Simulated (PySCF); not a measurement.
Compound: C₄H₆FO₂S (doublet state).
Numbering: `[CH3:1][O:2][CH2:3][C:4](=[S:5])[O:6][CH:7][F:8]` (hydrogens: H9, H10, H11 on C1; H12, H13 on C3; H14 on C7)

Structure used (GFN2-xTB), in Å, numbered top down from 1:
```xyz
14
C4H6FO2S angstrom
C     -2.4032    0.6959    0.3825
O     -1.0029    0.6196    0.4769
C     -0.5257   -0.7019    0.4787
C      0.9721   -0.6903    0.6023
S      1.8195   -1.7481    1.5386
O      1.5557    0.2468   -0.1424
C      2.8314    0.4758   -0.1605
F      3.2204    1.4446   -0.9759
H     -2.6526    1.7545    0.3835
H     -2.8856    0.2047    1.2358
H     -2.7662    0.2339   -0.5435
H     -0.8127   -1.2140   -0.4587
H     -0.9392   -1.2794    1.3184
H      3.5884   -0.0425    0.4022
```

The hyperfine couplings belong to this conformer and change with its torsions.

Theory: UKS B3LYP, pcH-1 on C F H O S, non-relativistic, mean-field spin-orbit, GIAO (PySCF 2.14.0). Geometry: GFN2-xTB, one conformer, isolated molecule. A GFN2-xTB geometry isn't a minimum of the functional, and hyperfine couplings can be far from their values at a DFT geometry. No stability test was run, so a lower SCF solution isn't excluded.

The Mulliken spin populations are largest on C7 (+0.76), S5 (+0.16) and C4 (+0.09). The angles at C7 add up to 360.0°, so it is planar; its axial dipolar tensor and the negative coupling of its proton fit spin in a p orbital normal to that plane.

(1) McConnell's relation a(H) = Q·ρ ties the coupling of a proton on a planar π carbon to the spin population of that carbon. What Q do the computed values give?

Results:

(1) 
| H | C | ρ(C) | a(H) (G) | a/ρ (G) |
| --- | --- | --- | --- | --- |
| H14 | C7 | +0.764 | -25.77 | -33.7 |

One proton gives one ratio, Q = -33.7 G, and no test of linearity. In every row coupling and population have opposite signs.

Couplings in gauss use g_iso = 2.0050.
